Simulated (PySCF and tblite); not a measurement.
Computed ¹H and ¹³C shifts (ppm) of 5 molecules with 7 carbons each, averaged over conformers at 298.15 K: GIAO WP04/pcSseg-1 (IEF-PCM, chloroform) on PBE0-D3(BJ)/def2-SVP geometries, unscaled, against TMS (¹H), TMS (¹³C) at the same level; H on other atoms than carbon is left out (PySCF, tblite).

P. ¹H: 7.64 (1H), 7.22 (1H), 7.19 (1H), 6.99 (1H), 4.82 (2H) ¹³C: 168.2 (1C), 136.3 (1C), 134.1 (1C), 132.8 (1C), 130.6 (1C), 120.7 (1C), 63.8 (1C)
Q. ¹H: 7.35 (2H), 7.03 (2H), 4.70 (2H) ¹³C: 170.9 (1C), 145.0 (1C), 132.9 (2C), 121.5 (2C), 68.4 (1C)
R. ¹H: 8.58 (1H), 8.12 (1H), 7.84 (1H), 7.39 (1H), 2.80 (3H) ¹³C: 208.0 (1C), 158.7 (1C), 155.5 (1C), 143.8 (1C), 134.5 (1C), 129.1 (1C), 30.1 (1C)
S. ¹H: 7.17 (1H), 6.63 (1H), 6.59 (1H), 6.48 (1H), 3.71 (3H) ¹³C: 172.9 (1C), 167.8 (1C), 136.3 (1C), 116.0 (1C), 113.3 (1C), 106.9 (1C), 57.2 (1C)
T. ¹H: 7.03 (1H), 7.02 (1H), 6.85 (1H), 6.71 (1H), 3.74 (3H) ¹³C: 161.2 (1C), 155.2 (1C), 131.1 (1C), 125.9 (1C), 122.4 (1C), 117.5 (1C), 56.9 (1C)

The molecules:
1. C7H7FO, SMILES COc1cccc(F)c1
2. C7H7FO, SMILES COc1ccccc1F
3. C7H7FO, SMILES OCc1ccc(F)cc1
4. C₇H₇FO, SMILES OCc1ccccc1F
5. C7H7NO, SMILES CC(=O)c1ccccn1

(1) Which spectrum belongs to which molecule?

Unscaled shifts at such levels can be off by 15 ppm or more for ¹³C and 0.8 ppm for ¹H.

For scale, the study of COc1cccc(F)c1 took 3.2 min on 1 thread of Arm Neoverse V1, on a host shared with other jobs (rough), launched as `OMP_NUM_THREADS=1 python ens_run.py task.json out`.

## Answers

(1) P is 4; Q is 3; R is 5; S is 1; T is 2.

Assigned:
1. [CH3:1][O:2][c:3]1[cH:4][cH:5][cH:6][c:7]([F:8])[cH:9]1: ¹³C: 172.9 (C7), 167.8 (C3), 136.3 (C5), 116.0 (C4), 113.3 (C6), 106.9 (C9), 57.2 (C1) ppm.
2. [CH3:1][O:2][c:3]1[cH:4][cH:5][cH:6][cH:7][c:8]1[F:9]: ¹³C: 161.2 (C8), 155.2 (C3), 131.1 (C5), 125.9 (C6), 122.4 (C7), 117.5 (C4), 56.9 (C1) ppm.
3. [OH:1][CH2:2][c:3]1[cH:4][cH:5][c:6]([F:7])[cH:8][cH:9]1: ¹³C: 170.9 (C6), 145.0 (C3), 132.9 (C4/C9), 121.5 (C5/C8), 68.4 (C2) ppm.
4. [OH:1][CH2:2][c:3]1[cH:4][cH:5][cH:6][cH:7][c:8]1[F:9]: ¹³C: 168.2 (C8), 136.3 (C3), 134.1 (C6), 132.8 (C4), 130.6 (C5), 120.7 (C7), 63.8 (C2) ppm.
5. [CH3:1][C:2](=[O:3])[c:4]1[cH:5][cH:6][cH:7][cH:8][n:9]1: ¹³C: 208.0 (C2), 158.7 (C4), 155.5 (C8), 143.8 (C6), 134.5 (C7), 129.1 (C5), 30.1 (C1) ppm.
